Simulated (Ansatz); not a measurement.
Calculation: Ansatz (a first-principles code) with r2SCAN-D4/def2-TZVP. No frequencies were computed at this level.

Ansatz 0.2 input:
```yaml
crystal:
  periodic: [false, false, false]
  atoms:
    - { symbol: N, position_ang: [1.498294, -0.413346, -0.276301] }
    - { symbol: Al, position_ang: [0.02438, 0.549238, -0.035357] }
    - { symbol: N, position_ang: [-1.528282, -0.238696, 0.318454] }
    - { symbol: Cl, position_ang: [0.116346, 2.570792, -0.165648] }
    - { symbol: H, position_ang: [2.417483, -0.044489, -0.478889] }
    - { symbol: H, position_ang: [1.547391, -1.419892, -0.232686] }
    - { symbol: H, position_ang: [-1.664741, -1.234547, 0.402943] }
    - { symbol: H, position_ang: [-2.410874, 0.230941, 0.467483] }
basis:
  gaussian: { orbitals: def2-tzvp }
hamiltonian:
  xc: r2scan
  dispersion: d4
relax:
  max_steps: 150
```

Output:

```
Functional definition: r2SCAN
1001 factors; their error is unknown
mean field evaluation 1: about -22150.6323 eV, gradient 9.6e1 eV
mean field evaluation 2: about -22113.0839 eV, gradient 1.5e2 eV
mean field evaluation 4: about -22167.6372 eV, gradient 7.7e0 eV
mean field evaluation 8: about -22167.7510 eV, gradient 1.6e-1 eV
mean field evaluation 16: about -22167.7362 eV, gradient 2.8e-4 eV
mean field -22167.73615292 eV, -814.6492777886 hartree, gradient 3.0e-5 eV, S^2 0.000000; 0 other end points of the search recorded, 0 dependent functions left out
reference -22167.73616416 eV, -814.6492782017 hartree; 24, 24 occupied and 136, 136 virtual orbitals, 1001 factors
relax step   1: F+E_penalty+E_count = -22167.77336906 eV  Δ(F+E_penalty+E_count) = +0.000e0 eV  max|allowed force component| = 1.661e0 eV/Å  Δτ_max = 0.0000 Å  (30 SCF iters, accepted)
these checks for a lower state are left out or cut short: starts, cluster_reference, orbital_swaps, neighbouring_geometries, increment
1001 factors; their error is unknown
mean field -22167.78632669 eV, -814.6511216406 hartree, gradient 1.3e-5 eV, S^2 0.000000; 0 other end points of the search recorded, 0 dependent functions left out
reference -22167.78633790 eV, -814.6511220525 hartree; 24, 24 occupied and 136, 136 virtual orbitals, 1001 factors
relax step   2: F+E_penalty+E_count = -22167.82341544 eV  Δ(F+E_penalty+E_count) = -5.005e-2 eV  max|allowed force component| = 2.603e-1 eV/Å  Δτ_max = 0.0538 Å  (31 SCF iters, accepted)
these checks for a lower state are left out or cut short: starts, cluster_reference, orbital_swaps, neighbouring_geometries, increment
1001 factors; their error is unknown
mean field evaluation 32: about -22167.7898 eV, gradient 1.3e-5 eV
mean field -22167.78984994 eV, -814.6512511177 hartree, gradient 1.3e-5 eV, S^2 0.000000; 0 other end points of the search recorded, 0 dependent functions left out
reference -22167.78986114 eV, -814.6512515294 hartree; 24, 24 occupied and 136, 136 virtual orbitals, 1001 factors
relax step   3: F+E_penalty+E_count = -22167.82700125 eV  Δ(F+E_penalty+E_count) = -3.586e-3 eV  max|allowed force component| = 3.070e-2 eV/Å  Δτ_max = 0.0147 Å  (32 SCF iters, accepted)
these checks for a lower state are left out or cut short: starts, cluster_reference, orbital_swaps, neighbouring_geometries, increment
1001 factors; their error is unknown
mean field -22167.79059706 eV, -814.6512785738 hartree, gradient 1.3e-5 eV, S^2 0.000000; 0 other end points of the search recorded, 0 dependent functions left out
reference -22167.79060826 eV, -814.6512789856 hartree; 24, 24 occupied and 136, 136 virtual orbitals, 1001 factors
relax step   4: F+E_penalty+E_count = -22167.82776775 eV  Δ(F+E_penalty+E_count) = -7.665e-4 eV  max|allowed force component| = 4.461e-2 eV/Å  Δτ_max = 0.0120 Å  (32 SCF iters, accepted)
these checks for a lower state are left out or cut short: starts, cluster_reference, orbital_swaps, neighbouring_geometries, increment
1001 factors; their error is unknown
mean field -22167.79095668 eV, -814.6512917895 hartree, gradient 1.3e-5 eV, S^2 0.000000; 0 other end points of the search recorded, 0 dependent functions left out
reference -22167.79096788 eV, -814.6512922013 hartree; 24, 24 occupied and 136, 136 virtual orbitals, 1001 factors
relax step   5: F+E_penalty+E_count = -22167.82812855 eV  Δ(F+E_penalty+E_count) = -3.608e-4 eV  max|allowed force component| = 4.322e-2 eV/Å  Δτ_max = 0.0120 Å  (32 SCF iters, accepted)
these checks for a lower state are left out or cut short: starts, cluster_reference, orbital_swaps, neighbouring_geometries, increment
1001 factors; their error is unknown
mean field -22167.79115161 eV, -814.6512989533 hartree, gradient 1.3e-5 eV, S^2 0.000000; 0 other end points of the search recorded, 0 dependent functions left out
reference -22167.79116282 eV, -814.6512993652 hartree; 24, 24 occupied and 136, 136 virtual orbitals, 1001 factors
relax step   6: F+E_penalty+E_count = -22167.82831513 eV  Δ(F+E_penalty+E_count) = -1.866e-4 eV  max|allowed force component| = 1.932e-3 eV/Å  Δτ_max = 0.0108 Å  (33 SCF iters, accepted)
1001 factors; their error is unknown
mean field evaluation 64: about -22167.0240 eV, gradient 1.7e1 eV
mean field -22167.79115161 eV, -814.6512989533 hartree, gradient 1.3e-5 eV, S^2 0.000000; 1 other end points of the search recorded, 0 dependent functions left out
reference -22167.79116282 eV, -814.6512993652 hartree; 24, 24 occupied and 136, 136 virtual orbitals, 1001 factors
Total energy: -22167.82832634 eV, -814.6526650992 hartree
Atom 0 at     1.500734    -0.425280    -0.276217 Å, force     0.001857    -0.001339    -0.000291 eV/Å
Atom 1 at     0.022231     0.496824    -0.031945 Å, force    -0.000012    -0.000323    -0.000003 eV/Å
Atom 2 at    -1.531050    -0.251213     0.319729 Å, force    -0.001932    -0.001219     0.000460 eV/Å
Atom 3 at     0.116019     2.590189    -0.166596 Å, force    -0.000064    -0.000440     0.000046 eV/Å
Atom 4 at     2.395522    -0.008556    -0.478036 Å, force    -0.001303     0.001121     0.000201 eV/Å
Atom 5 at     1.584932    -1.428290    -0.237477 Å, force    -0.000269     0.000594     0.000018 eV/Å
Atom 6 at    -1.704319    -1.239457     0.409030 Å, force     0.000258     0.000574    -0.000075 eV/Å
Atom 7 at    -2.384071     0.265783     0.461511 Å, force     0.001466     0.001032    -0.000355 eV/Å
Dipole moment:    -0.023467    -0.523763     0.033693 e Å
```

Cost: about 50 core-seconds (a rough figure).
